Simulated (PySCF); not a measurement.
CH₄F₂Sn. Atoms are numbered in the order given.

```xyz
8

Sn     0.0384     0.2525     0.0000
C     -1.9797    -0.4080     0.0000
F      0.9092    -0.5811    -1.5147
F      0.9092    -0.5811     1.5147
H      0.5353     1.8832     0.0000
H     -2.6739     0.4426     0.0000
H     -2.1340    -1.0203     0.8987
H     -2.1340    -1.0203    -0.8987
```
Charge 0, spin multiplicity 1.

Geometry: PBE0-D3(BJ)/def2-SVP. The def2 effective core potentials stand for the cores of Sn; spin–orbit coupling is left out.

All values below come from PySCF with PBE0/def2-TZVP.

Gas-phase values at a fixed geometry.

```yaml
total_energy: -454.43197 hartree
point_group: Cs
highest_occupied_level: -9.23 eV
lowest_empty_level: -0.81 eV
orbital_gap: 8.42 eV
dipole_moment: 4.16 D
quadrupole, principal values (traceless, Buckingham form, about the centre of nuclear charge): -6.55, 0.09, 6.46 D·Å
mean_static_polarisability: 47.1 bohr³ (6.97 Å³)
polarisability_principal_values: 42.2, 43.1, 55.9 bohr³
```
